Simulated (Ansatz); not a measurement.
System: CH₅BNO, charge 0, multiplicity 2. It need not be the lowest isomer of its formula. SMILES: CN[B]O
Structure (B3LYP-D3(BJ)/def2-TZVP (Ansatz, a quantum-chemistry and plane-wave program) minimum search):
```xyz
9

C     -1.2535     0.7756     0.4226
N     -0.6649    -0.5490     0.2376
B      0.6264    -0.8133    -0.2052
O      1.5179     0.1696    -0.5273
H     -1.5513     0.9366     1.4619
H     -0.5163     1.5301     0.1571
H     -2.1310     0.9131    -0.2144
H     -1.2718    -1.3198     0.4583
H      2.3705    -0.1612    -0.8175
```
Charge 0, spin multiplicity 2.

Atomisation energy built up term by term with Ansatz (kcal/mol; UHF references for open shells; valence terms freeze the core; atomic spin-orbit terms are left out). CBS(X,Y): correlation extrapolated as X^-3; Hartree-Fock from the larger set.

```json
[
 {"term": "Hartree-Fock", "basis": "cc-pVQZ", "kcal/mol": "595.02"},
 {"term": "CCSD correlation", "basis": "CBS(cc-pVTZ,cc-pVQZ)", "kcal/mol": "211.07"},
 {"term": "(T)", "basis": "CBS(cc-pVTZ,cc-pVQZ)", "kcal/mol": "13.64"},
 {"term": "core correlation", "basis": "cc-pwCVTZ", "kcal/mol": "3.47"},
 {"term": "scalar relativity (X2C)", "basis": "cc-pVTZ-DK against cc-pVTZ", "kcal/mol": "-0.84"},
 {"term": "sum: De", "basis": "", "kcal/mol": "822.4"}
]
```

(T) makes 1.7 % of the CCSD(T) atomisation energy; under 5 % is typical of single-reference molecules.
